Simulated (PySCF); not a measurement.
Electronic structure of Hg⁺ (mercury, charge +1) at the UHF level

Configuration: [Xe] 4f14 5d10 6d1, 2D determinant (an excited configuration). All numbers are calculated (PySCF 2.14, a scalar-relativistic core potential, in aug-cc-pVTZ-PP with ECP60MDF (6s6p5d3f2g, 88 functions)).

```
Total energy                                                  : -151.796230 hartree
One-electron energy                                           : -260.0488 hartree
Hartree (Coulomb) energy                                      : 121.0030 hartree
Exchange energy                                               : -12.7504 hartree
⟨S²⟩                                                          : 0.7500
⟨L²⟩                                                          : 6.001
Sum of ⟨r⟩                                                    : 28.38 bohr
Sum of ⟨r²⟩                                                   : 67.97 bohr²
Traceless quadrupole moment −½Σ⟨3z² − r²⟩ along its main axis : 9.79 e·bohr²
Time after the integrals                                      : 1.1 s of wall time on 1 thread of Neoverse-V1 (shared host)
```

```csv
shell,electrons,mean orbital energy (eV),spread (eV),"rms radius, mean of both spins (bohr)"
5s α,1,-151.40,0,0.981
5s β,1,-151.35,0,0.981
5p α,3,-96.332,0.000,1.12
5p β,3,-96.281,0.065,1.12
5d α,5,-29.915,0.125,1.55
5d β,5,-29.871,0.106,1.55
6d α,1,-5.360,0,5.88
```

Energies and moments cover only the electrons outside the core potential. Spin-orbit coupling, absent here, splits the open shell strongly. The outer electron is Rydberg-like, and this basis confines it to a smaller radius and binds it less than a complete one would.
